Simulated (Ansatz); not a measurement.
C2H8Si, charge -1, doublet, geometry from GFN2-xTB (a state made from the parent by changing its charge; the spin is typed, not shown lowest) (a gas-phase anion, which may not be bound at this level). Base run: CCSD(T)/6-31G* run with Ansatz (a program for electronic structure).

Here is a job for Ansatz.
Ansatz 0.2 input:
```yaml
crystal:
  periodic: [false, false, false]
  atoms:
    - {symbol: Si, position_ang: [0.03650883, -0.43358581, -0.36506855]}
    - {symbol: C, position_ang: [1.53191651, 0.70441595, 0.02861041]}
    - {symbol: C, position_ang: [-1.59066006, -0.00589419, 0.55995929]}
    - {symbol: H, position_ang: [0.46724040, -1.52735808, 0.70404964]}
    - {symbol: H, position_ang: [-0.37186753, 0.39533092, -1.65687240]}
    - {symbol: H, position_ang: [1.34621039, 1.75174239, -0.21270573]}
    - {symbol: H, position_ang: [2.39066044, 0.39037068, -0.56582162]}
    - {symbol: H, position_ang: [1.83806531, 0.66049153, 1.07444453]}
    - {symbol: H, position_ang: [-2.37613987, -0.69396032, 0.24531429]}
    - {symbol: H, position_ang: [-1.94958409, 1.00202939, 0.34811853]}
    - {symbol: H, position_ang: [-1.50324740, -0.09957575, 1.64301434]}
basis:
  gaussian:
    orbitals: 6-31G*
total_charge: -1
magnetization: {spin_polarized: true, initial_magnetization: 1}
correlation: {method: ccsd_t}
```

Each row names what was changed in the base input (with any setting that the change needs).

```tsv
change	ΔE vs base (kcal/mol)	MP2 correlation (Eh)	CC correlation without the perturbative part (Eh)	basis functions	core-seconds (rough)
base	0.000	-0.34876	-0.39854	65	20
method = bccd_t	-0.053	-0.34876	-0.39786	65	20
diis_vectors = 2	0.000	-0.34876	-0.39854	65	20
method = ccsd	(withheld)	-0.34876	-0.39854	65	10
method = mp2	37.72	-0.34876	-	65	1
lower_state_search = off	0.000	-0.34876	-0.39854	65	9
method = rpa	(withheld)	-	-	65	2
diis_vectors = 4	0.000	-0.34876	-0.39854	65	10
electrons = outside_noble_gas	0.000	-0.34876	-0.39854	65	20
electrons = all	(withheld)	(withheld)	(withheld)	65	20
```

**Question.** Fill in the missing entries.

**Answer.** 
- method = ccsd, ΔE vs base (kcal/mol): 6.49
- method = rpa, ΔE vs base (kcal/mol): -14.59
- electrons = all, ΔE vs base (kcal/mol): -12.88
- electrons = all, MP2 correlation (Eh): -0.36932
- electrons = all, CC correlation without the perturbative part (Eh): -0.41868

A gas-phase anion may not be bound at this level; its values then depend on the basis.
